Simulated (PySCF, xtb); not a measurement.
octafluorocyclopentene (C₅F₈), SMILES FC1=C(F)C(F)(F)C(F)(F)C1(F)F. One conformer was computed; it need not be the lowest.

Harmonic wavenumbers (cm⁻¹) from GFN2-xTB run with xtb 6.7.1 at its own minimum, in rising order: 35, 89, 151, 180, 195, 224, 238, 255, 271, 286, 322, 369, 401, 416, 475, 543, 562, 570, 601, 641, 768, 924, 933, 1034, 1067, 1077, 1110, 1122, 1186, 1203, 1269, 1274, 1748.

What does B3LYP-D3(BJ)/def2-SVP in PySCF give at its own minimum? (Estimate from the structure and the level; the computed values follow.)

51, 101, 172, 216, 242, 250, 253, 270, 307, 309, 353, 409, 434, 450, 509, 605, 617, 637, 681, 709, 875, 1007, 1030, 1129, 1175, 1184, 1215, 1250, 1320, 1355, 1407, 1433, 1825. Paired by order, the mean absolute difference is 68 cm⁻¹ and the zero-point energies are 30.8 and 34.0 kcal/mol.
